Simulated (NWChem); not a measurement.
# Atomisation of C₃H₄F₂

```xyz
9

F     -1.0949     0.0000    -0.9553
C      0.0000     0.0000    -0.1848
F      1.0949     0.0000    -0.9553
C      0.0000    -0.7671     1.0736
C      0.0000     0.7671     1.0736
H      0.9258    -1.2748     1.3553
H     -0.9258    -1.2748     1.3553
H      0.9258     1.2748     1.3553
H     -0.9258     1.2748     1.3553
```
Charge 0, spin multiplicity 1.

Everything below was run with NWChem. Structure: optimised with PBE0/def2-SVP, a minimum by its harmonic frequencies.

Basis set: def2-TZVP. The atomisation energy is electronic alone: no zero-point, thermal, spin-orbit or counterpoise terms. No value is extrapolated to the basis-set limit. Free atoms are single determinants with multiplicities F 2, C 3, H 2. Correlated methods freeze the same cores in atoms and molecule, 5 orbitals in all.

```
method                        atomisation energy (kcal/mol)  relative cost
----------------------------  -----------------------------  -------------
PBE0                                                  880.2        under 3
LDA (SVWN5)                                          1028.3        under 3
LC-wPBE (omega 0.3 per bohr)                          892.7             20
MP2                                                   866.5              6
B3LYP                                                 864.6        under 3
PBE                                                   901.8        under 3
HF                                                    625.9              1
r2SCAN                                                877.2        under 3
BLYP                                                  864.6        under 3
```

The values span 402.3 kcal/mol, from HF (lowest) to LDA (SVWN5) (highest). Relative cost: rough, from shared machines, SCF included, HF = 1. Costs are the molecule's.

B3LYP has NWChem's definition, with VWN1-RPA local correlation. GW and range-separated runs recompute their integrals, the others keep them in memory, which bears on the times. The structure started from a generated list of species. No SCF solution was tested for a lower state. Open-shell Hartree-Fock references start from PBE0 orbitals; any time given for them includes that run.
